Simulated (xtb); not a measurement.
xtb input (GFN2-xTB):

```bash
xtb mol.xyz --gfn 2 --ohess tight --chrg -1 --uhf 0
```
mol.xyz:
```
17

C      2.72967510    -0.09111512     0.01331358
C      1.44309007     0.33452438    -0.75285776
C      0.57800907     1.22884717     0.17622914
C     -0.60515517     0.89189075     0.71934349
C     -1.31786790    -0.46269118     0.57699115
C     -2.54204613    -0.33484580    -0.26834400
H      2.46013419    -0.68076588     0.89858079
H      3.33413055    -0.67694960    -0.67690838
H      3.31499403     0.79230708     0.38102735
H      1.68248222     0.95304536    -1.60064711
H      0.92187077    -0.53556157    -1.11708315
H     -1.11117942     1.57191136     1.32753715
H     -1.60920882    -0.80039390     1.58588590
H     -0.65255214    -1.25902929     0.23159540
H     -3.22323559     0.38383744     0.14502046
H     -2.28357658    -0.02722979    -1.27275385
H     -3.09961757    -1.31200903    -0.30651169
```

Output:

```
           -------------------------------------------------
          |                Calculation Setup                |
           -------------------------------------------------

           -------------------------------------------------
          |                 G F N 2 - x T B                 |
           -------------------------------------------------

        Reference                      10.1021/acs.jctc.8b01176
      * Hamiltonian:
        H0-scaling (s, p, d)           1.850000    2.230000    2.230000
        zeta-weighting                 0.500000
      * Dispersion:
        s8                             2.700000
        a1                             0.520000
        a2                             5.000000
        s9                             5.000000
      * Repulsion:
        kExp                           1.500000    1.000000
        rExp                           1.000000
      * Coulomb:
        alpha                          2.000000
        third order                    shell-resolved
        anisotropic                    true
        a3                             3.000000
        a5                             4.000000
        cn-shift                       1.200000
        cn-exp                         4.000000
        max-rad                        5.000000

          ...................................................
          :                      SETUP                      :
          :.................................................:
          :  # basis functions                  35          :
          :  # atomic orbitals                  35          :
          :  # shells                           23          :
          :  # electrons                        36          :
          :  max. iterations                   250          :
          :  Hamiltonian                  GFN2-xTB          :
          :  restarted?                      false          :
          :  GBSA solvation                  false          :
          :  PC potential                    false          :
          :  electronic temp.          300.0000000     K    :
          :  accuracy                    1.0000000          :
          :  -> integral cutoff          0.2500000E+02      :
          :  -> integral neglect         0.1000000E-07      :
          :  -> SCF convergence          0.1000000E-05 Eh   :
          :  -> wf. convergence          0.1000000E-03 e    :
          :  Broyden damping             0.4000000          :
          :  net charge                         -1          :
          :  unpaired electrons                  0          :
          ...................................................

 iter      E             dE          RMSdq      gap      omega  full diag
   1    -18.6626228 -0.186626E+02  0.378E+00    3.55       0.0  T
   2    -18.7721227 -0.109500E+00  0.257E+00    3.17       1.0  T
   3    -18.7873769 -0.152542E-01  0.140E+00    3.51       1.0  T
   4    -18.7863351  0.104176E-02  0.816E-01    3.31       1.0  T
   5    -18.7911372 -0.480212E-02  0.970E-02    3.45       1.0  T
   6    -18.7911445 -0.726730E-05  0.547E-02    3.44       1.0  T
[...]
Molecule has no symmetry elements
It seems to be the C1 point group
 projected vibrational frequencies (cm⁻¹)
eigval :       -0.00    -0.00    -0.00    -0.00     0.00     0.00
eigval :      -30.62    30.61   184.41   194.71   210.04   309.84
eigval :      343.45   516.06   541.10   780.75   800.01   817.94
eigval :      827.97   864.84  1011.21  1026.18  1039.45  1056.23
eigval :     1063.29  1090.27  1242.07  1253.22  1282.86  1293.27
eigval :     1350.27  1389.66  1393.46  1498.19  1511.87  1514.73
eigval :     1519.40  1522.34  1525.59  1563.40  2639.13  2778.77
eigval :     2813.34  2819.60  2885.28  2890.78  2933.41  2978.74
eigval :     2986.61  2998.97  3003.33
 reduced masses (amu)
   1:  9.32   2:  9.08   3: 10.32   4: 10.48   5:  9.92   6:  9.79   7:  7.85   8:  8.03
   9:  7.90  10:  2.61  11:  1.86  12:  7.55  13:  8.56  14: 10.00  15:  7.79  16:  5.31
  17:  3.52  18:  6.51  19:  3.11  20:  7.45  21:  6.28  22:  7.02  23:  5.30  24:  6.59
  25:  7.86  26:  6.12  27:  3.37  28:  3.32  29:  3.94  30:  4.03  31:  2.38  32:  3.04
  33:  3.00  34:  1.88  35:  1.59  36:  1.57  37:  1.68  38:  1.67  39:  1.83  40: 11.40
  41:  1.73  42:  1.70  43:  1.74  44:  1.63  45:  1.74  46:  1.74  47:  1.64  48:  1.78
  49:  1.90  50:  1.44  51:  1.57
 IR intensities (km·mol⁻¹)
   1:  0.08   2:  6.96   3: 16.20   4: 12.62   5:  6.07   6:  4.07   7:  4.06   8:  1.09
   9:  2.46  10:  1.43  11:  0.46  12:  0.94  13:  4.96  14:  2.43  15:  5.15  16:  0.88
  17:  3.00  18:  9.87  19: 11.13  20: 44.05  21:  1.33  22:  8.04  23:  4.07  24:  4.98
  25:  1.44  26:  6.45  27: 10.23  28:  4.58  29: 33.86  30: 16.47  31: 36.64  32:  3.28
  33:  9.91  34: 17.16  35:  2.56  36:  2.12  37:  7.07  38:  3.39  39: 11.10  40: 35.20
  41:239.31  42:314.81  43:402.03  44: 75.54  45:215.69  46:191.64  47:102.83  48:115.48
  49: 99.57  50: 62.21  51: 57.73
 Raman intensities (Ä⁴*amu⁻¹)
   1:  0.00   2:  0.00   3:  0.00   4:  0.00   5:  0.00   6:  0.00   7:  0.00   8:  0.00
   9:  0.00  10:  0.00  11:  0.00  12:  0.00  13:  0.00  14:  0.00  15:  0.00  16:  0.00
  17:  0.00  18:  0.00  19:  0.00  20:  0.00  21:  0.00  22:  0.00  23:  0.00  24:  0.00
  25:  0.00  26:  0.00  27:  0.00  28:  0.00  29:  0.00  30:  0.00  31:  0.00  32:  0.00
  33:  0.00  34:  0.00  35:  0.00  36:  0.00  37:  0.00  38:  0.00  39:  0.00  40:  0.00
  41:  0.00  42:  0.00  43:  0.00  44:  0.00  45:  0.00  46:  0.00  47:  0.00  48:  0.00
  49:  0.00  50:  0.00  51:  0.00
 output can be read by thermo (or use thermo option).
 writing <g98.out> molden fake output.
 recommended (thermochemical) frequency scaling factor: 1.0
           -------------------------------------------------
          |             Thermodynamic Functions             |
           -------------------------------------------------

c1  symmetry found (for desy threshold:  0.10E+00) used in thermo

          ...................................................
          :                      SETUP                      :
          :.................................................:
          :  # frequencies                          44      :
          :  # imaginary freq.                       1      :
          :  linear?                             false      :
          :  only rotor calc.                    false      :
          :  symmetry                               c1      :
          :  rotational number                       1      :
          :  scaling factor                  1.0000000      :
          :  rotor cutoff                   50.0000000 cm⁻¹ :
          :  imag. cutoff                  -20.0000000 cm⁻¹ :
          :.................................................:

    mode    ω/cm⁻¹     T·S(HO)/kcal·mol⁻¹    T·S(FR)/kcal·mol⁻¹   T·S(vib)
   ------------------------------------------------------------------------
       1     30.61    -1.72622 ( 12.31%)    -1.20125 ( 87.69%)    -1.26588
       2    184.41    -0.68076 ( 99.46%)    -0.66980 (  0.54%)    -0.68070
       3    194.71    -0.65070 ( 99.57%)    -0.65370 (  0.43%)    -0.65072
       4    210.04    -0.60922 ( 99.68%)    -0.63126 (  0.32%)    -0.60929
   ------------------------------------------------------------------------
Note: The following floating-point exceptions are signalling: IEEE_INVALID_FLAG IEEE_UNDERFLOW_FLAG IEEE_DENORMAL
normal termination of xtb

   temp. (K)  partition function   enthalpy   heat capacity  entropy
                                   cal/mol     cal/K/mol   cal/K/mol   J/K/mol
 298.15  VIB   69.6                 2774.002     18.830     16.193
         ROT  0.193E+06              888.752      2.981     27.168
         INT  0.134E+08             3662.754     21.811     43.361
         TR   0.734E+27             1481.254      4.968     39.150
         TOT                        5144.0082    26.7794    82.5110   345.2261

       T/K    H(0)-H(T)+PV         H(T)/Eh          T*S/Eh         G(T)/Eh
   ------------------------------------------------------------------------
    298.15    0.819750E-02    0.154676E+00    0.392036E-01    0.115472E+00
   ------------------------------------------------------------------------

         :::::::::::::::::::::::::::::::::::::::::::::::::::::
         ::                  THERMODYNAMIC                  ::
         :::::::::::::::::::::::::::::::::::::::::::::::::::::
         :: total free energy         -18.401328146609 Eh   ::
         ::.................................................::
         :: total energy              -18.516800495240 Eh   ::
         :: zero point energy           0.146478492085 Eh   ::
         :: G(RRHO) w/o ZPVE           -0.031006143454 Eh   ::
         :: G(RRHO) contrib.            0.115472348630 Eh   ::
         :::::::::::::::::::::::::::::::::::::::::::::::::::::
imag cut-off (cm-1) :    5.00
 found            1  significant imaginary frequency
 writing imag mode distorted coords to xtbhess.xyz
 for further optimization.

optimized geometry written to: xtbopt.xyz

           -------------------------------------------------
          | TOTAL ENERGY              -18.516800495240 Eh   |
          | TOTAL ENTHALPY            -18.362124504263 Eh   |
          | TOTAL FREE ENERGY         -18.401328146609 Eh   |
          | GRADIENT NORM               0.000200381582 Eh/α |
          | HOMO-LUMO GAP               3.836792484140 eV   |
           -------------------------------------------------

------------------------------------------------------------------------
------------------------------------------------------------------------
 total:
 SCF:
 ANC optimizer:
 analytical hessian:
```

It need not be the lowest isomer of its formula. Whether it binds its extra electron was not tested at this geometry.
